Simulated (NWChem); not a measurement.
System: C$_{4}$H$_{7}$Cl; SMILES CC1(Cl)CC1

No frequency run checked for a minimum.

Give the equilibrium geometry at PBE0/def2-SVP (NWChem) as an XYZ file, with the point group.

point group Cs; any orientation.
```
12

C      1.6455     0.4857     0.0000
C      0.1619     0.2502     0.0000
Cl    -0.2426    -1.4826     0.0000
C     -0.7678     1.1472    -0.7533
C     -0.7678     1.1472     0.7533
H      2.1116     0.0413    -0.8922
H      1.8569     1.5659     0.0000
H      2.1116     0.0413     0.8922
H     -1.6164     0.6825    -1.2606
H     -0.3291     1.9995    -1.2811
H     -1.6164     0.6825     1.2606
H     -0.3291     1.9995     1.2811
```
